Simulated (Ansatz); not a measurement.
Gas-phase electronic energies from Ansatz, PBE0-D4/def2-TZVP geometries. CCSD(T)/CBS is the MP2 limit (def2-TZVPP, def2-QZVPP) plus CCSD(T) − MP2 in def2-TZVPP, frozen cores. This one scheme is used for every species. Functionals use def2-TZVPP. HSE06 is defined as in plane-wave codes. Each species was taken in one conformer, which may not be the lowest.

Consider the formal hydrolysis of a B–Al bond: `F[B]([AlH2])[SiH3]` + H₂O → `OB(F)[SiH3]` + `[AlH3]`.

```tsv
level	ΔE (kJ/mol)
r2SCAN-D4	-195.4
PBE0-D4	-184.9
HSE06-D4	-184.7
revPBE	-176.3
CAM-B3LYP	-203.7
LC-ωPBE	-193.2
CCSD(T)/def2-TZVPP	-193.2
MP2/def2-QZVPP	-197.7
```

Q: What does CCSD(T)/CBS give? (Estimate.)

A: The calculation gave: -187.9 kJ/mol. The listed levels differ from it by -7.5, 3.0, 3.2, 11.6, -15.8, -5.3, -5.3, -9.8 kJ/mol.

Largest T1 diagnostic among the species: 0.015.

From BLYP to BHLYP (50 % exact exchange), in def2-TZVPP and without D4, ΔE moves by −13.1 kJ/mol. In def2-TZVPP, CCSD(T) changes the Hartree–Fock value by +16.5 kJ/mol (the triples alone add +1.3 kJ/mol) and MP2 by +8.9 kJ/mol.
